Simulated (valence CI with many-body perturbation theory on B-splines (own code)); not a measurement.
Results of a calculation; reference values are marked as such.
**Ce⁹⁺: configurations and terms from energies and g**

Level of theory: valence CI with perturbative core correlation (CI+MBPT): three valence electrons over a frozen Dirac-Fock core [Kr] 4d10, radial functions for each j: 7 s, 7 p, 7 d, 7 f, 4 g, 2 h, with the one-electron correlation potential Σ1 (screened to all orders), the two-electron term Σ2, the three-electron term Σ3, Breit, model QED; selected single and double excitations, second order for the rest, scaled by the run's own slope (own B-spline code, finite nucleus).

No measured spectrum was set against this ion. As an estimate, levels hold to about 250 cm⁻¹ or 0.2 % of their energy and the worst to 1 %, as in measured heavy ions of charge 2 to 7; those with d or f electrons hold less well.

| No. | J | Parity | E (cm⁻¹) | g |
| --- | --- | --- | --- | --- |
| 1 | 1/2 | odd | 0.0 | 0.665 |
| 2 | 3/2 | odd | 33436 | 1.334 |
| 3 | 5/2 | odd | 55354 | 0.856 |
| 4 | 7/2 | odd | 57943 | 1.142 |
| 5 | 1/2 | even | 139150 | 2.567 |
| 6 | 3/2 | even | 158290 | 1.713 |
| 7 | 5/2 | even | 169390 | 1.487 |
| 22 | 11/2 | even | 219350 | 1.273 |

Energies count from the lowest level. Strongly mixed levels and levels close to another of their J and parity are left out, so the numbers can have gaps.

(1) Give configuration and LS term of each level.

Results:

(1) 1: 5s2.5p 2P°; 2: 5s2.5p 2P°; 3: 4f.5s2 2F°; 4: 4f.5s2 2F°; 5: 5s.5p2 4P; 6: 5s.5p2 4P; 7: 5s.5p2 4P; 22: 4f.5s.5p 4G.
